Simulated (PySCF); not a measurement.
C₆H₆O, SMILES C#C[C@H]1COC1=C.

Coordinates come from a ωB97X-D3(BJ)/def2-SVP optimisation. The structure was generated by enumeration; whether it is a known compound was not checked.

The numbers are results of TDA-PBE/def2-SVPD run with PySCF 2.14.0, not measurements.

Vertical excitations. Gas-phase values at a fixed geometry.

```json
[
 {"state": "S1", "energy (eV)": "4.99", "λ (nm)": "248", "f": "0.001", "main pairs": "HOMO→LUMO+1 100 %"},
 {"state": "S2", "energy (eV)": "5.14", "λ (nm)": "241", "f": "0.016", "main pairs": "HOMO→LUMO 54 %, HOMO→LUMO+2 45 %"},
 {"state": "S3", "energy (eV)": "5.74", "λ (nm)": "216", "f": "0.013", "main pairs": "HOMO→LUMO+3 93 %"},
 {"state": "S4", "energy (eV)": "6.08", "λ (nm)": "204", "f": "0.014", "main pairs": "HOMO→LUMO+4 79 %"},
 {"state": "S5", "energy (eV)": "6.20", "λ (nm)": "200", "f": "0.002", "main pairs": "HOMO−2→LUMO 82 %"},
 {"state": "S6", "energy (eV)": "6.24", "λ (nm)": "199", "f": "0.007", "main pairs": "HOMO−1→LUMO 79 %"},
 {"state": "S7", "energy (eV)": "6.32", "λ (nm)": "196", "f": "0.014", "main pairs": "HOMO→LUMO+5 40 %, HOMO→LUMO+6 25 %, HOMO−1→LUMO+1 15 %, HOMO→LUMO+2 6 %"},
 {"state": "S8", "energy (eV)": "6.35", "λ (nm)": "195", "f": "0.001", "main pairs": "HOMO−1→LUMO+1 64 %, HOMO→LUMO+5 25 %"},
 {"state": "S9", "energy (eV)": "6.38", "λ (nm)": "194", "f": "0.010", "main pairs": "HOMO→LUMO+6 34 %, HOMO→LUMO+5 34 %, HOMO−1→LUMO+1 9 %, HOMO→LUMO+4 7 %"},
 {"state": "S10", "energy (eV)": "6.67", "λ (nm)": "186", "f": "0.012", "main pairs": "HOMO−1→LUMO+2 52 %, HOMO−2→LUMO+1 41 %"},
 {"state": "T1", "energy (eV)": "4.17", "λ (nm)": "297", "f": "0", "main pairs": "HOMO→LUMO 84 %, HOMO→LUMO+2 13 %"},
 {"state": "T2", "energy (eV)": "4.93", "λ (nm)": "252", "f": "0", "main pairs": "HOMO→LUMO+1 97 %"},
 {"state": "T3", "energy (eV)": "5.18", "λ (nm)": "240", "f": "0", "main pairs": "HOMO→LUMO+2 75 %, HOMO→LUMO 12 %"},
 {"state": "T4", "energy (eV)": "5.28", "λ (nm)": "235", "f": "0", "main pairs": "HOMO−2→LUMO+1 43 %, HOMO−1→LUMO 24 %, HOMO−1→LUMO+2 12 %, HOMO→LUMO+2 10 %"}
]
```
Triplets are in the Tamm–Dancoff approximation.
